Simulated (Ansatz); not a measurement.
Gas-phase electronic energies from Ansatz, PBE0-D4/def2-TZVP geometries. CCSD(T)/CBS adds triple-zeta CCSD(T) − MP2 to the extrapolated MP2 energy (def2 sets, frozen cores). This one scheme is used for every species. Functionals use def2-TZVPP. For Ga outer-core shells are correlated without core-valence functions, which leaves a few kJ/mol of doubt a bond. Scalar relativity is left out up to krypton. One conformer a species, not always the lowest.

`[CH3][GaH]/[N]=C\[SiH3]` + H₂S → `[CH3][GaH][SH]` + `N=C[SiH3]`  (ligand exchange at a Ga–N bond)

CCSD(T)/CBS gives -71.2 kJ/mol.

Another level gave -67.3 kJ/mol. Which?
A. HF/def2-TZVPP
B. CCSD/def2-TZVPP
C. PBE-D4/def2-TZVPP
D. PBE0/def2-TZVPP

C. PBE-D4 -67.3, CCSD/def2-TZVPP -71.9, HF/def2-TZVPP -82.8, PBE0 -76.9 kJ/mol.

Largest T1 diagnostic among the species: 0.015.

In def2-TZVPP, CCSD(T) changes the Hartree–Fock value by +13.2 kJ/mol (the triples alone add +2.2 kJ/mol) and MP2 by +12.9 kJ/mol. The D4 term adds +5.2 kJ/mol with B3LYP and +3.2 kJ/mol with PBE0; it sums over pairs of atoms, weighted by their polarisabilities, and B3LYP, whose exchange is more repulsive, gets the larger term. From PBE to PBE0 (25 % exact exchange), in def2-TZVPP and without D4, ΔE moves by −6.3 kJ/mol.

B3LYP here is the variant with VWN-RPA as its local correlation; programs differ in this.
